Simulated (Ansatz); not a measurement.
Relaxation of C5H9B (15 atoms, charge 0, multiplicity 1), to a largest force component of 0.015 eV/Å in at most 40 steps.

The calculation used Ansatz, RKS PBE-D4/STO-3G.

```xyz
15
Properties=species:S:1:pos:R:3:forces:R:3
C 1.458 -0.318 2.689 -1.62 3.61 -1.18
B 1.897 -0.488 1.181 -0.62 0.06 -0.58
C 0.904 -0.270 -0.007 9.39 -2.24 12.05
C 0.252 -0.092 -0.918 -8.88 1.86 -11.43
C -0.745 0.095 -2.051 1.35 1.13 1.58
C -2.122 0.530 -1.524 -1.52 -0.55 0.66
H 1.558 -1.218 3.245 0.26 -1.46 1.13
H 0.380 0.045 2.688 0.93 -0.74 0.45
H 2.025 0.537 3.198 -0.20 -1.24 -0.51
H 3.019 -0.808 0.995 0.06 -0.03 -0.41
H -0.842 -0.842 -2.591 0.09 -0.76 -0.79
H -0.324 0.903 -2.681 -0.02 -0.16 -0.56
H -2.102 1.492 -0.968 0.26 -0.32 0.07
H -2.833 0.676 -2.365 0.16 -0.14 0.01
H -2.545 -0.293 -0.862 0.35 0.97 -0.50
```

Problem. Where does it end, and by what steps?

Solution. The run converged. Limits of this set-up: minimal basis. After 8 steps the energy has fallen by 0.960 eV; H8 moved furthest, 0.17 Å. The start is strongly strained (largest force component 12 eV/Å).

```csv
step,energy less start (eV),largest force component (eV/Å),accepted
0,0.0000,12.046,yes
1,-0.9150,1.047,yes
2,-0.9525,0.304,yes
3,-0.9559,0.215,yes
4,-0.9576,0.190,yes
5,-0.9588,0.081,yes
6,-0.9599,0.121,yes
7,-0.9602,0.057,yes
8,-0.9603,0.015,yes
```

```xyz
15
Properties=species:S:1:pos:R:3
C 1.458 -0.287 2.709
B 1.897 -0.481 1.206
C 0.958 -0.275 0.053
C 0.188 -0.106 -0.895
C -0.753 0.107 -2.031
C -2.185 0.539 -1.575
H 1.664 -1.212 3.286
H 0.398 -0.016 2.848
H 2.085 0.499 3.180
H 3.016 -0.798 0.977
H -0.817 -0.834 -2.624
H -0.325 0.882 -2.708
H -2.140 1.488 -1.009
H -2.833 0.682 -2.460
H -2.634 -0.236 -0.926
```

The run took 24 s on 1 thread of Arm Neoverse V2 (shared host), peak memory 0.11 GiB.
